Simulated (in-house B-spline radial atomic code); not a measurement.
## Ionising Kr³⁺ with different functionals

Computed with a B-spline radial code for spherical atoms: scalar-relativistic (spin-free X2C) Hamiltonian, Fermi nucleus of rms radius 4.1884 fm, spin-polarised at highest spin, spherical fractional occupations for the functionals, and exact exchange of hybrids averaged over the configuration. The ionisation energy is the difference of two self-consistent energies, [Ar] 3d10 4s2 4p3 → [Ar] 3d10 4s2 4p2, without Breit or QED terms; ε is the level of the shell that loses the electron (its least bound occupied spin orbital). There is no spin-orbit coupling in this Hamiltonian.

| method | rung | ΔSCF (eV) | -ε(4p) (eV) |
| --- | --- | --- | --- |
| PBE0 | global hybrid | 51.25 | 46.56 |
| B3LYP | global hybrid | 51.11 | 46.03 |
| TPSSh | global hybrid | 51.34 | 45.66 |
| BHandHLYP | global hybrid | 51.08 | 48.05 |
| r2SCAN0 | global hybrid | 51.67 | 47.03 |
| B97-1 | global hybrid | ? | ? |
| HSE06 | range-separated hybrid | 51.19 | 46.09 |
| wB97X | range-separated hybrid | 50.93 | 48.95 |
| CAM-B3LYP | range-separated hybrid | ? | ? |
| LC-wPBE | range-separated hybrid | 51.23 | 49.55 |

Question: What does CAM-B3LYP give?

Answer: ΔSCF 51.09 eV, and -ε(4p) = 47.86 eV.

Question: What does B97-1 give?

Answer: ΔSCF 51.09 eV, and -ε(4p) = 46.13 eV.

Question: Among the functionals, which spreads more, the ΔSCF values or the orbital energies?

Answer: The orbital energies: ΔSCF values span about 0.73 eV and the orbital energies 3.89 eV; here energy differences depend much less on the functional than eigenvalues do.

Question: How do they compare with the NIST value?

Answer: NIST lists 50.9 eV ± 0.11 (measured, ground level to ground level). Errors run from +0.08 to +0.82 eV; wB97X is closest (+0.08 eV), but part of that can be cancellation, since the calculations leave out spin-orbit coupling, Breit-QED terms, multiplet and fine-structure energies.
